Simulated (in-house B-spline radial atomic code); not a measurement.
Configurations of Kr, with energies counted from [Ar] 3d10 4s2 4p6. Method: non-relativistic OLYP, spin-polarised, spherical fractional occupations, point nucleus. Calculated with an all-electron radial atomic-structure program (B-spline basis). Shells without spins written out take the highest spin.

Occupations are held fixed; configurations that lie above the ionisation limit could autoionise.

```csv
configuration,E - E(ref) (eV),highest orbital,its <r> (bohr)
"[Ar] 3d10 4s2 4p(3 up, 2 down) 4f(0 up, 1 down)",13.1,4f down,16.94
[Ar] 3d10 4s2 4p5 5f1,13.339,5f up,29.58
[Ar] 3d10 4s1 4p6 5p1,24.831,5p up,7.325
[Ar] 3d10 4s1 4p6 4d1,25.467,4d up,7.693
[Ar] 3d9 4s2 4p6 4d1,94.212,4d up,7.794
[Ar] 3d9 4s2 4p6 5d1,94.846,5d up,13.33
```

Question: Order these further configurations by energy, lowest first.
A. [Ne] 3s2 3p5 3d10 4s2 4p6 5p1
B. [Ar] 3d(5 up, 4 down) 4s2 4p6 4d(0 up, 1 down)
C. [Ne] 3s2 3p(3 up, 2 down) 3d10 4s2 4p6 5s(1 up, 0 down)
D. [Ar] 3d9 4s2 4p6 5f1
E. [Ne] 3s2 3p5 3d10 4s2 4p6 4d1

Answer: B (94.217 eV), D (95.504 eV), C (201.91 eV), A (203.25 eV), E (203.94 eV).

Question: How far above the reference does [Ar] 3d10 4s1 4p6 4f1 lie?

Answer: 26.541 eV; its least bound orbital is 4f up with <r> = 16.93 bohr.

Question: How far above the reference does [Ar] 3d10 4s2 4p(2 up, 3 down) 5p(1 up, 0 down) lie?

Answer: 11.438 eV; its least bound orbital is 5p up with <r> = 7.435 bohr.
